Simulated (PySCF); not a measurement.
H3Si2, SMILES [Si][SiH3] (connectivity only; charge and spin as stated), neutral, multiplicity 2.

Geometry: PBE-D3(BJ)/def2-TZVP. The isomer is the one that the SMILES or the coordinates give; other isomers of the formula were not compared.

All values below come from PBE-D3(BJ)/def2-TZVP run with PySCF.

Frequencies are harmonic and unscaled.

```json
[
 {"mode": "1", "ν (cm⁻¹)": "378", "IR (km/mol)": "3.6", "moving atoms (share of kinetic energy)": "H 90 %, Si 10 %"},
 {"mode": "2", "ν (cm⁻¹)": "464", "IR (km/mol)": "3.0", "moving atoms (share of kinetic energy)": "Si 72 %, H 28 %"},
 {"mode": "3", "ν (cm⁻¹)": "517", "IR (km/mol)": "13.0", "moving atoms (share of kinetic energy)": "H 62 %, Si 38 %"},
 {"mode": "4", "ν (cm⁻¹)": "609", "IR (km/mol)": "8.4", "moving atoms (share of kinetic energy)": "H 98 %"},
 {"mode": "5", "ν (cm⁻¹)": "899", "IR (km/mol)": "27.4", "moving atoms (share of kinetic energy)": "H 98 %"},
 {"mode": "6", "ν (cm⁻¹)": "974", "IR (km/mol)": "324.6", "moving atoms (share of kinetic energy)": "H 95 %"},
 {"mode": "7", "ν (cm⁻¹)": "1562", "IR (km/mol)": "73.4", "moving atoms (share of kinetic energy)": "H 97 %"},
 {"mode": "8", "ν (cm⁻¹)": "2092", "IR (km/mol)": "149.1", "moving atoms (share of kinetic energy)": "H 98 %"},
 {"mode": "9", "ν (cm⁻¹)": "2104", "IR (km/mol)": "98.6", "moving atoms (share of kinetic energy)": "H 96 %"}
]
```
